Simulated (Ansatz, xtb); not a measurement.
**C6H6BOP: 10 structures ranked**

10 gas-phase structures of C6H6BOP, from a drawn sample of its isomers (lower ones may exist). Each was relaxed with GFN2-xTB; where two conformers were screened, the lower at r2SCAN-D4/def2-SVP is listed:

A. `BC1=C(C=O)C=PC=C1`, a singlet
B. `BC1=PC=C(C=O)C=C1`, a singlet
C. a singlet given by its coordinates
D. `BC1=CC=CP=C1C=O`, a singlet
E. `BC1=CP=C(C=O)C=C1`, a singlet
F. a singlet given by its coordinates
G. `BC1=CC(C=O)=PC=C1`, a singlet
H. `BC1=CC(C=O)=CP=C1`, a singlet
I. `BC1=C(C=O)C=CP=C1`, a singlet
J. `BC1=PC(C=O)=CC=C1`, a singlet

C (Å):

```csv
atom,x (Å),y (Å),z (Å)
C,0.6685,0.7065,-0.5017
C,0.3297,1.1635,0.7645
C,-0.9844,1.3569,1.1554
C,-2.0908,1.1235,0.3503
C,-0.3278,0.4145,-1.4638
C,0.3337,-0.0245,-2.6330
B,2.0624,0.3995,-1.2001
O,1.5874,-0.0633,-2.5850
P,-2.0678,0.5543,-1.2799
H,2.7532,1.3496,-1.3655
H,2.6676,-0.5005,-0.7191
H,1.1233,1.3745,1.4672
H,-1.1689,1.7157,2.1609
H,-3.0710,1.3118,0.7724
H,-0.1730,-0.3202,-3.5484
```

Close contacts (Å): C1–C2 1.39, C1–C5 1.42, C1–B7 1.59, C2–C3 1.38, C3–C4 1.39, C4–P9 1.73, C5–C6 1.41, C5–P9 1.76, C6–O8 1.26, B7–O8 1.54, C2–H12 1.08, C3–H13 1.08, C4–H14 1.08, C6–H15 1.09, B7–H10 1.19, B7–H11 1.19.

F (Å):

```xyz
15

C    -0.9086   -0.5877    0.1356
C    -0.4569   -1.2741   -0.9749
C    -2.0720    0.3595   -2.3880
C    -2.4067    0.9212   -1.1884
C    -1.8506    0.4668    0.0159
C    -2.1011    0.9543    1.3180
B    -0.5792   -0.7176    1.6872
O    -1.4785    0.3922    2.2537
P    -0.9433   -0.9667   -2.6086
H     0.5375   -0.4457    1.9798
H    -0.9243   -1.7374    2.1857
H     0.2630   -2.0703   -0.8268
H    -2.5294    0.7459   -3.2904
H    -3.1180    1.7380   -1.1535
H    -2.7848    1.7672    1.5514
```

Close contacts (Å): C1–C2 1.38, C1–C5 1.42, C1–B7 1.59, C2–P9 1.73, C3–C4 1.37, C3–P9 1.76, C4–C5 1.40, C5–C6 1.41, C6–O8 1.26, B7–O8 1.54, C2–H12 1.08, C3–H13 1.08, C4–H14 1.08, C6–H15 1.09, B7–H10 1.19, B7–H11 1.19.

Question: Which do you expect lowest at r2SCAN-D4/def2-SVP, and how would the others follow?

Answer: Calculated order at r2SCAN-D4/def2-SVP: C (0.000), F (0.077), J (1.093), B (1.156), G (1.158), H (1.223), E (1.226), I (1.379), A (1.420), D (1.433) eV. Less than 1 kcal/mol parts B and G; H and E; I and A; A and D, so the order within those pairs means little.

Energies above the lowest of each column, in eV; the last columns are at PBE-D3(BJ)/def2-SVP geometries and were run for some of them only (a dash: not run or not comparable):

```csv
structure,GFN2-xTB,HF/STO-3G,r2SCAN-D4/def2-SVP,PBE-D3(BJ)/def2-SVP,CCSD(T)/def2-SVP + ΔMP2/def2-TZVPP
C,0.000,0.000,0.000,0.000,0.000
F,0.043,0.073,0.077,0.067,0.070
J,1.336,1.773,1.093,–,–
B,1.408,1.782,1.156,–,–
G,1.315,1.741,1.158,–,–
H,1.416,1.807,1.223,–,–
E,1.365,1.837,1.226,–,–
I,1.338,2.234,1.379,–,–
A,1.418,2.240,1.420,–,–
D,1.331,2.233,1.433,–,–
```

Every level run on C puts it lowest or level with the lowest. Some further structures that were screened fall inside this span and aren't listed. Flexible structures stand in one conformer each, not always the lowest. Frequencies (GFN2-xTB) were run for C, F alone. ΔMP2 is the change of the MP2 energy from the smaller to the larger basis.

Over these structures GFN2-xTB departs from r2SCAN-D4/def2-SVP by 0.116 eV on average once a common shift is removed. A GFN2-xTB relaxation took about 0.13 s and the r2SCAN-D4/def2-SVP energy about 4.2 s on a shared host (Ansatz 0.2.0, xtb 6.7.1).
